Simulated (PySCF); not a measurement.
Atom-mapped SMILES (the numbers label the heavy atoms): `[O:1]=[C:2]([O-:3])[c:4]1[cH:5][cH:6][cH:7][s:8]1`; H(Xn) means a hydrogen on atom n.

Geometry: GFN2-xTB; GIAO shifts from PySCF, gas phase, non-relativistic, averaged over equivalent atoms.

At wB97X/pcSseg-1 (158 basis functions, 24 s wall time on 1 thread of an Arm Neoverse V1, shared host):
| atoms | δ (ppm) |
| --- | --- |
| O1/O3 | 311.3 |
| C4 | 177.8 |
| C2 | 164.4 |
| C7 | 130.1 |
| C6 | 128.9 |
| C5 | 125.4 |
| H(C5) | 7.02 |
| H(C6) | 6.59 |
| H(C7) | 6.37 |

Scale: 17O (337.45 ppm) vs H2O; 13C (189.62 ppm), 1H (31.81 ppm) vs TMS (reference shieldings calculated alike).

**Question.** Estimate the result of repeating the calculation with PBE0/6-31++G**.

**Answer.** 
| atoms | δ at PBE0/6-31++G** | change |
| --- | --- | --- |
| O1/O3 | 283.8 | -27.5 |
| C4 | 166.5 | -11.3 |
| C2 | 153.0 | -11.4 |
| C7 | 119.2 | -10.9 |
| C6 | 117.1 | -11.8 |
| C5 | 116.3 | -9.1 |
| H(C5) | 7.36 | +0.34 |
| H(C6) | 6.88 | +0.29 |
| H(C7) | 6.59 | +0.22 |

δ = σ(ref) − σ, references computed at the same level: H2O for 17O (σ = 338.08 ppm); 13C (σ = 198.46 ppm), 1H (σ = 31.85 ppm) vs TMS.

The largest change is at O1/O3 (carboxylate oxygen). Cost: 166 basis functions, 27 s wall time on 1 thread of an Arm Neoverse V1, shared host. The order of the carbon signals is the same at both levels.

Unscaled 17O shifts of doubly bonded oxygen tend to come out too high, by tens of ppm or more. Experimental scales use liquid or dissolved standards, which lie at an offset from isolated H2O (liquid H2O: subtract about 36 ppm).
